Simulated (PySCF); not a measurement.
A calculated (UHF, PySCF 2.14, x2c-SVPall, scalar relativity by spin-free X2C-1e) atom or ion has these occupied shells.

```
shell  electrons  orbital energy (eV)  rms radius, mean of both spins (bohr)
 1s α          1             -26849.2                                 0.0349
 1s β          1             -26849.1                                 0.0349
 2s α          1              -4079.5                                  0.142
 2s β          1              -4079.5                                  0.142
 2p β          3              -3657.0                                  0.127
 2p α          3              -3657.0                                  0.127
 3s α          1              -805.45                                  0.381
 3s β          1              -805.33                                  0.381
 3p α          3              -662.77                                  0.383
 3p β          3              -662.74                                  0.383
 3d β          5              -439.27                                  0.363
 3d α          5              -439.25                                  0.363
 4s α          1              -137.76                                  0.941
 4s β          1              -137.55                                  0.941
 4p α          3              -93.434                                   1.04
 4p β          3              -93.432                                   1.04
 4d α          5              -28.332                                   1.38
 4d β          5              -28.179                                   1.38
 5s α          1              -15.690                                   2.98
```

Task: Name the element and its charge.

Result: Cd⁺ (cadmium, charge +1), in [Kr] 4d10 5s1, 2S determinant.
